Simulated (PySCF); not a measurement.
**Spinor energies of In³⁺ (indium, charge +3)**

Start: [Kr] 4d10. Calculated with PySCF 2.14 in x2c-SVPall-2c (6s8p4d, 50 functions): generalised Hartree-Fock with the X2C-1e Hamiltonian and a Gaussian nucleus; one run each with spin-orbit coupling (SO) switched off, then screened by Boettger's factors.

```
spinor shell  electrons  ε, spin-free (eV)  ε, screened SO (eV)  weight of nominal j (screened SO)  rms radius, screened SO (bohr)
       1s1/2          2           -28108.2             -28105.8                              1.000                          0.0341
       2s1/2          2            -4324.4              -4323.7                              1.000                           0.139
       2p1/2          2            -3878.7              -4025.0                              1.000                           0.120
       2p3/2          4            -3878.7              -3811.6                              1.000                           0.125
       3s1/2          2            -884.16              -883.99                              1.000                           0.371
       3p1/2          2            -734.37              -761.63                              1.000                           0.364
       3p3/2          4            -734.37              -721.79                              1.000                           0.376
       3d3/2          4            -502.18              -506.81                              1.000                           0.351
       3d5/2          6            -502.18              -498.92                              1.000                           0.353
       4s1/2          2            -174.29              -174.26                              1.000                           0.907
       4p1/2          2            -127.42              -132.15                              1.000                           0.970
       4p3/2          4            -127.42              -125.22                              1.000                           0.994
       4d3/2          4            -57.163              -57.678                              1.000                            1.25
       4d5/2          6            -57.163              -56.803                              1.000                            1.26
```

```csv
quantity,spin-free,screened SO
E (hartree),-5875.22372,-5876.47490
M_J,0,0
⟨J²⟩,0.000,0.000
⟨L²⟩,0.000,0.014
⟨S²⟩,0.000,0.014
```

Breit and QED terms are absent; they matter most for the inner s and p1/2 levels.

Densities and radii are taken from the X2C orbitals without a picture-change correction, which distorts them close to the nucleus.

Without spin-orbit coupling the j labels of p, d and f shells carry no meaning; the spin-free column gives the mean over the occupied spinors of each nl shell.
